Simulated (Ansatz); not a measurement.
Cost and result for the atomization energy of C₃H₅OSi (`C#C[SiH]OC`) radical (10 atoms, 9 bonds).

```tsv
atom	x (Å)	y (Å)	z (Å)
C1	0.305	-1.461	-2.107
C2	-0.377	-0.981	-1.231
Si3	-1.365	-0.435	0.195
O4	-0.667	0.835	0.960
C5	0.707	0.945	1.261
H6	0.899	-1.875	-2.890
H7	-2.714	0.013	-0.228
H8	1.327	0.720	0.387
H9	0.986	0.268	2.075
H10	0.900	1.971	1.577
```

The species carries charge 0 and has multiplicity 2. All single points use the PBE0-D4/def2-TZVP geometry. It is one conformer, not always the lowest. Program: Ansatz. All runs use 4 threads of an Arm Neoverse V2 on a shared host. Times are those of one run each, without the atoms' runs, and a repeat can differ threefold. Electronic energies, without spin–orbit coupling; frozen cores. CCSD(T)/CBS adds CCSD(T) − MP2 in def2-TZVPP to the MP2 limit, and its time is that of the two runs behind it. T1 = 0.021; ⟨S²⟩ of the reference is 0.81.

CCSD(T)/CBS is a level of theory with its own doubt, some kJ/mol a heavy atom from the limit and from the frozen cores, so smaller differences don't rank the functionals.

```
                             level  functions  wall time
                BLYP-D4/def2-TZVPP        236      2.6 s
                PBE0-D4/def2-TZVPP        236      4.1 s
               BHLYP-D4/def2-TZVPP        236      4.8 s
                 B2PLYP/def2-TZVPP        236        6 s
r2SCAN-D4/def2-TZVPP (with forces)        236      6.5 s
             r2SCANh-D4/def2-TZVPP        236      7.5 s
                ωB97X-V/def2-TZVPP        236       11 s
                 B97M-V/def2-TZVPP        236       11 s
                  CCSD(T)/def2-SVP         99       11 s
  ωB97M-V/def2-TZVPP (with forces)        236       13 s
                    MP2/def2-QZVPP        448       30 s
                CCSD(T)/def2-TZVPP        236     18 min
                 CCSD(T)/CBS(def2)          –     19 min
```

(1) What atomization energy does each give, and how far from CCSD(T)/CBS? (An estimate is asked.)

Results:

(1) Ansatz gave: 
| level | atomization (kJ/mol) | difference from CCSD(T)/CBS | per bond |
| --- | --- | --- | --- |
| BLYP-D4/def2-TZVPP | 3982.2 | 21.2 | 2.4 |
| PBE0-D4/def2-TZVPP | 3977.4 | 16.4 | 1.8 |
| BHLYP-D4/def2-TZVPP | 3835.7 | -125.3 | -13.9 |
| B2PLYP/def2-TZVPP | 3934.9 | -26.1 | -2.9 |
| r2SCAN-D4/def2-TZVPP (with forces) | 3987.8 | 26.8 | 3.0 |
| r2SCANh-D4/def2-TZVPP | 3956.1 | -4.9 | -0.5 |
| ωB97X-V/def2-TZVPP | 3961.9 | 0.9 | 0.1 |
| B97M-V/def2-TZVPP | 3972.1 | 11.1 | 1.2 |
| CCSD(T)/def2-SVP | 3737.2 | -223.8 | -24.9 |
| ωB97M-V/def2-TZVPP (with forces) | 3967.9 | 6.9 | 0.8 |
| MP2/def2-QZVPP | 4004.4 | 43.4 | 4.8 |
| CCSD(T)/def2-TZVPP | 3854.5 | -106.5 | -11.8 |
| CCSD(T)/CBS(def2) | 3961.0 | 0.0 | 0.0 |

In def2-TZVPP, CCSD(T) changes the Hartree–Fock value by +974.2 kJ/mol (the triples alone add +68.5 kJ/mol) and MP2 by +1060.5 kJ/mol; breaking electron pairs costs correlation energy, which Hartree–Fock lacks. From BLYP to BHLYP (50 % exact exchange), in def2-TZVPP and without D4, the atomization energy moves by −126.8 kJ/mol: exact exchange takes away binding that semilocal exchange gives to molecules. The D4 term adds +32.7 kJ/mol with B3LYP and +17.2 kJ/mol with PBE0; it sums over pairs of atoms, weighted by their polarisabilities, and B3LYP, whose exchange is more repulsive, gets the larger term.

B3LYP here is the variant with VWN-RPA as its local correlation; programs differ in this.
